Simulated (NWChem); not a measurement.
System: C3H2IN; SMILES N#C/C=C\I

```xyz
7

N      1.2790     2.9424     0.0000
C      0.2283     2.4161     0.0000
C     -1.0636     1.8170     0.0000
C     -1.3182     0.4864     0.0000
I      0.1328    -1.0136     0.0000
H     -1.9255     2.5079     0.0000
H     -2.3505     0.1064     0.0000
```
Atoms are numbered in this order, from 1.

Level: PBE-D3(BJ)/def2-SVP with def2 effective core potentials on I (NWChem), optimised geometry, unscaled harmonic frequencies. def2 effective core potentials on I; no spin-orbit coupling.

```
frequency (cm⁻¹)  IR intensity (km/mol)
----------------  ---------------------
95                                  2.5
261                                 1.9
296                                 1.6
496                                 7.0
527                                12.5
661                                10.5
701                                44.8
890                                 0.2
946                                 9.1
1140                                0.1
1261                               44.3
1596                               36.4
2267                                8.8
3089                                6.2
3154                                4.4
```

```
Quantity                                                                            Value
-----------------------------------------------------------------------  ----------------
zero-point energy                                                           24.8 kcal/mol
thermal correction to the enthalpy at 298.15 K (with zero-point energy)     28.7 kcal/mol
heat capacity Cv                                                         16.9 cal/(mol K)
entropy at 298.15 K and 1 atm (symmetry number 1)                        78.1 cal/(mol K)
```

Rigid rotor and harmonic oscillator; modes under 100 cm⁻¹ make the entropy uncertain.
